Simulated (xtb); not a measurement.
Species: H₂Te, SMILES `[TeH2]` (charge 0, multiplicity 1).

Question: Give a relaxed geometry from GFN2-xTB (xtb).

Answer: the end point of this relaxation (outside a Z-matrix the atoms follow the SMILES, hydrogens last).
Z-matrix (Å, degrees):
```
Te
H 1 1.6411
H 1 1.6416 2 87.85
```
